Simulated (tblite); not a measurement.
Parent: `[CH3:1][O:2][Si@@H:3]1[CH2:4][CH:5]=[C:6]1[F:7]` with C1–O2–Si3–C4 173°, C4H7FOSi.

Computed geometry: GFN2-xTB, gas phase. One conformer each, not checked by frequencies here.

| coordinate of the parent | value |
| --- | --- |
| C1–O2 | 1.400 Å |
| O2–Si3 | 1.613 Å |
| Si3–C4 | 1.916 Å |
| C4–C5 | 1.507 Å |
| C5=C6 | 1.332 Å |
| C6–F7 | 1.354 Å |
| Si3–C6 | 1.901 Å |
| C1–O2–Si3 | 130.4° |
| O2–Si3–C4 | 110.7° |
| O2–Si3–C6 | 120.7° |
| C4–Si3–C6 | 71.8° |
| Si3–C4–C5 | 89.0° |
| C4–C5–C6 | 103.9° |
| C5–C6–F7 | 126.4° |
| Si3–C6–C5 | 95.2° |
| Si3–C6–F7 | 138.3° |

**Question.** How does the shared frame change in `[CH2:1]=[C:2]([CH3:3])[C:4]1=[C:5]([F:6])[Si@@H:7]([O:8][CH3:9])[CH2:10]1` with C1–C2–C4–C5 -179°, C5–Si7–O8–C9 -92°, C7H11FOSi? Atoms pair as C1 = C9, O2 = O8, Si3 = Si7, C4 = C10, C5 = C4, C6 = C5, F7 = F6 (parent first).

**Answer.** 
| parent | relative | value in the relative | change |
| --- | --- | --- | --- |
| C1–O2 | C9–O8 | 1.399 Å | -0.001 |
| O2–Si3 | O8–Si7 | 1.615 Å | +0.002 |
| Si3–C4 | Si7–C10 | 1.911 Å | -0.005 |
| C4–C5 | C10–C4 | 1.518 Å | +0.011 |
| C5=C6 | C4=C5 | 1.348 Å | +0.016 |
| C6–F7 | C5–F6 | 1.357 Å | +0.003 |
| Si3–C6 | Si7–C5 | 1.892 Å | -0.009 |
| C1–O2–Si3 | C9–O8–Si7 | 129.7° | -0.7 |
| O2–Si3–C4 | O8–Si7–C10 | 110.8° | +0.1 |
| O2–Si3–C6 | O8–Si7–C5 | 120.5° | -0.2 |
| C4–Si3–C6 | C10–Si7–C5 | 72.1° | +0.3 |
| Si3–C4–C5 | Si7–C10–C4 | 89.6° | +0.6 |
| C4–C5–C6 | C10–C4–C5 | 102.4° | -1.5 |
| C5–C6–F7 | C4–C5–F6 | 127.1° | +0.7 |
| Si3–C6–C5 | Si7–C5–C4 | 95.8° | +0.6 |
| Si3–C6–F7 | Si7–C5–F6 | 137.0° | -1.3 |

Of the parent's bonds, C5–C6 changes most (+0.016 Å). Bonds of the relative outside the shared frame: C1=C2 1.334, C2–C3 1.500, C2–C4 1.447 Å. Point group C1 → C1.

**Question.** How does the shared frame change in `[CH3:1][O:2][Si@H:3]1[CH2:4][C:5]([CH2:6][F:7])=[C:8]1[F:9]` with C1–O2–Si3–C4 -176°, C4–C5–C6–F7 -33°, C5H8F2OSi? Atoms pair as C1 = C1, O2 = O2, Si3 = Si3, C4 = C4, C5 = C5, C6 = C8, F7 = F9 (parent first).

**Answer.** 
```tsv
parent	relative	value in the relative	change
C1–O2	C1–O2	1.401 Å	+0.001
O2–Si3	O2–Si3	1.611 Å	-0.002
Si3–C4	Si3–C4	1.913 Å	-0.003
C4–C5	C4–C5	1.511 Å	+0.004
C5=C6	C5=C8	1.336 Å	+0.004
C6–F7	C8–F9	1.356 Å	+0.002
Si3–C6	Si3–C8	1.900 Å	-0.001
C1–O2–Si3	C1–O2–Si3	130.7°	+0.3
O2–Si3–C4	O2–Si3–C4	110.6°	-0.1
O2–Si3–C6	O2–Si3–C8	120.5°	-0.2
C4–Si3–C6	C4–Si3–C8	72.1°	+0.3
Si3–C4–C5	Si3–C4–C5	89.0°	0.0
C4–C5–C6	C4–C5–C8	103.9°	0.0
C5–C6–F7	C5–C8–F9	125.7°	-0.7
Si3–C6–C5	Si3–C8–C5	95.0°	-0.2
Si3–C6–F7	Si3–C8–F9	139.2°	+0.9
```

Of the parent's bonds, Si3–C4, C4–C5 and C5–C6 change most and about equally (-0.003 to +0.004 Å). Bonds of the relative outside the shared frame: C5–C6 1.488, C6–F7 1.376 Å. Point group C1 → C1.

**Question.** How does the shared frame change in `[CH3:1][O:2][Si@H:3]1[CH2:4][C:5]([CH2:6][OH:7])=[C:8]1[F:9]` with C1–O2–Si3–C4 -174°, C4–C5–C6–O7 -158°, C5–C6–O7–H -42°, C5H9FO2Si? Atoms pair as C1 = C1, O2 = O2, Si3 = Si3, C4 = C4, C5 = C5, C6 = C8, F7 = F9 (parent first).

**Answer.** 
```
   parent   relative  value in the relative  change
    C1–O2      C1–O2                1.400 Å   0.000
   O2–Si3     O2–Si3                1.612 Å  -0.001
   Si3–C4     Si3–C4                1.914 Å  -0.002
    C4–C5      C4–C5                1.512 Å  +0.005
    C5=C6      C5=C8                1.338 Å  +0.006
    C6–F7      C8–F9                1.363 Å  +0.009
   Si3–C6     Si3–C8                1.895 Å  -0.006
C1–O2–Si3  C1–O2–Si3                 130.4°     0.0
O2–Si3–C4  O2–Si3–C4                 110.8°    +0.1
O2–Si3–C6  O2–Si3–C8                 120.7°     0.0
C4–Si3–C6  C4–Si3–C8                  71.9°    +0.1
Si3–C4–C5  Si3–C4–C5                  89.2°    +0.2
 C4–C5–C6   C4–C5–C8                 103.3°    -0.6
 C5–C6–F7   C5–C8–F9                 126.1°    -0.3
Si3–C6–C5  Si3–C8–C5                  95.5°    +0.3
Si3–C6–F7  Si3–C8–F9                 138.3°     0.0
```

Of the parent's bonds, C6–F7 changes most (+0.009 Å). Bonds of the relative outside the shared frame: C5–C6 1.491, C6–O7 1.406 Å. Point group C1 → C1.

**Question.** How does the shared frame change in `[CH2:1]=[CH:2][C:3]1=[C:4]([F:5])[Si@H:6]([O:7][CH3:8])[CH2:9]1` with C1–C2–C3–C4 180°, C4–Si6–O7–C8 90°, C6H9FOSi? Atoms pair as C1 = C8, O2 = O7, Si3 = Si6, C4 = C9, C5 = C3, C6 = C4, F7 = F5 (parent first).

**Answer.** 
```csv
parent,relative,value in the relative,change
C1–O2,C8–O7,1.399 Å,-0.001
O2–Si3,O7–Si6,1.614 Å,+0.001
Si3–C4,Si6–C9,1.913 Å,-0.003
C4–C5,C9–C3,1.516 Å,+0.009
C5=C6,C3=C4,1.348 Å,+0.016
C6–F7,C4–F5,1.356 Å,+0.002
Si3–C6,Si6–C4,1.893 Å,-0.008
C1–O2–Si3,C8–O7–Si6,130.2°,-0.2
O2–Si3–C4,O7–Si6–C9,110.5°,-0.2
O2–Si3–C6,O7–Si6–C4,120.3°,-0.4
C4–Si3–C6,C9–Si6–C4,72.1°,+0.3
Si3–C4–C5,Si6–C9–C3,89.4°,+0.4
C4–C5–C6,C9–C3–C4,102.8°,-1.1
C5–C6–F7,C3–C4–F5,126.0°,-0.4
Si3–C6–C5,Si6–C4–C3,95.6°,+0.4
Si3–C6–F7,Si6–C4–F5,138.4°,+0.1
```

Of the parent's bonds, C5–C6 changes most (+0.016 Å). Bonds of the relative outside the shared frame: C1=C2 1.331, C2–C3 1.437 Å. Point group C1 → C1.

**Question.** How does the shared frame change in `[CH3:1][O:2][Si@@H:3]1[CH2:4][C:5]([C:6](=[O:7])[OH:8])=[C:9]1[F:10]` with C1–O2–Si3–C4 174°, C4–C5–C6–O7 178°, C5–C6–O8–H 180°, C5H7FO3Si? Atoms pair as C1 = C1, O2 = O2, Si3 = Si3, C4 = C4, C5 = C5, C6 = C9, F7 = F10 (parent first).

**Answer.** 
```
   parent    relative  value in the relative  change
    C1–O2       C1–O2                1.402 Å  +0.002
   O2–Si3      O2–Si3                1.607 Å  -0.006
   Si3–C4      Si3–C4                1.912 Å  -0.004
    C4–C5       C4–C5                1.513 Å  +0.006
    C5=C6       C5=C9                1.345 Å  +0.013
    C6–F7      C9–F10                1.337 Å  -0.017
   Si3–C6      Si3–C9                1.910 Å  +0.009
C1–O2–Si3   C1–O2–Si3                 131.9°    +1.5
O2–Si3–C4   O2–Si3–C4                 110.3°    -0.4
O2–Si3–C6   O2–Si3–C9                 119.6°    -1.1
C4–Si3–C6   C4–Si3–C9                  72.2°    +0.4
Si3–C4–C5   Si3–C4–C5                  89.2°    +0.2
 C4–C5–C6    C4–C5–C9                 103.9°     0.0
 C5–C6–F7   C5–C9–F10                 127.4°    +1.0
Si3–C6–C5   Si3–C9–C5                  94.5°    -0.7
Si3–C6–F7  Si3–C9–F10                 138.0°    -0.3
```

Of the parent's bonds, C6–F7 changes most (-0.017 Å). Bonds of the relative outside the shared frame: C5–C6 1.463, C6=O7 1.206, C6–O8 1.348 Å. Point group C1 → C1.
